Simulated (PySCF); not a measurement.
C3H9Bi, SMILES [Bi]([CH3])([CH3])[CH3].

Geometry: B3LYP-D3(BJ)/def2-SVP. The isomer is the one that the SMILES or the coordinates give; other isomers of the formula were not compared. The def2 effective core potentials stand for the cores of Bi; spin–orbit coupling is left out.

Level of theory: IEF-PCM-B3LYP/def2-SVP in PySCF.

The values are the electrostatic part of the solvation free energy, E(continuum) − E(gas) at the gas-phase geometry, in a cavity of scaled van der Waals radii (PySCF's table); cavitation and dispersion terms are not included. A continuum can't describe solvent molecules that bind to the metal. In vacuum the orbital gap is 6.50 eV. The dipole moment in vacuum is 0.32 D.

Computed values in water (ε = 78.36), ethanol (ε = 24.85), tetrahydrofuran (ε = 7.43):
| solvent | ε | ΔG(elec) (kcal/mol) | dipole (D) | gap (eV) |
|---|---|---|---|---|
| water | 78.36 | -0.9 | 0.47 | 6.55 |
| ethanol | 24.85 | -0.9 | 0.46 | 6.54 |
| tetrahydrofuran | 7.43 | -0.8 | 0.43 | 6.54 |
